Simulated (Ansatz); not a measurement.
**1,2-elimination**

Start structure (SiH4SO2, closed shell), relaxed at PBE0-D4/def2-TZVP:

Si1  (0.336, 0.076, -0.062)
H2  (1.510, -0.378, -0.834)
S3  (-1.429, -0.931, -0.726)
H4  (-0.835, -2.136, -0.768)
O5  (0.019, 1.674, -0.220)
O6  (0.722, -0.224, 1.491)
H7  (-0.374, 1.977, -1.039)
H8  (0.052, -0.057, 2.157)
(Å)

The step: SiH₄SO₂ ([OH][SiH]([OH])[SH]) → SiH₂SO₂ ([OH][Si]([OH])[S]) + H₂; bonds formed: H2–H4; bonds broken: Si1–H2, S3–H4. Computed with Ansatz 0.2.0 (basis: def2-TZVPP and def2-QZVPP); correlated methods freeze the cores. Extrapolation: Hartree–Fock as exp(−7.88 √X), correlation as X^−2.97. Energies below are by CCSD(T) at an estimated basis limit (MP2 extrapolated from triple and quadruple zeta, plus CCSD(T) − MP2 in triple zeta).

Problem. What are the electronic barrier and the energy of the step, from the start structure to the end structure? (An estimate is asked for; the value comes from the calculation.)

Solution. By the calculation: Barrier 195.4 kJ/mol; step energy 103.6 kJ/mol (uphill); reverse barrier, their difference, 91.9 kJ/mol. Barrier and step energy count from the start structure, the reverse barrier from the end structure.

The saddle point: One imaginary mode of 1137i cm⁻¹.
```csv
pair,start (Å),saddle (Å),end (Å)
H2–H4,2.93,1.00,0.75
Si1–H2,1.48,1.69,2.98
S3–H4,1.34,1.81,3.38
```

Zero-point energy (harmonic, PBE0-D4): ZPE is 124.1 kJ/mol at the start and 118.0 kJ/mol at the saddle, so the barrier goes from 195.4 to 189.4 kJ/mol.

First-order rate constant out of the start structure at 298 K by transition-state theory, with harmonic vibrational free energies alone and no tunnelling: ΔA‡ = 191.7 kJ/mol, so k = (kB T/h) exp(−ΔA‡/kB T) ≈ 10^-21 s⁻¹ (an order of magnitude at best: rotation, the number of equivalent paths and anharmonicity are left out).

No T1 diagnostic of these runs exceeds 0.014.

Labels in which every atom is bracketed show which atoms are joined, not bond orders.

For scale, one of the runs: CCSD(T)/def2-TZVPP, 202 basis functions, launched by `ansatz run in.yaml --threads 4 --pin off --events-out ev --progress --plain --max-ram 9574MiB`. Hardware: 4 CPU threads of an Arm Neoverse V1, shared host. Wall time 58 s; peak host memory 2.5 GiB.
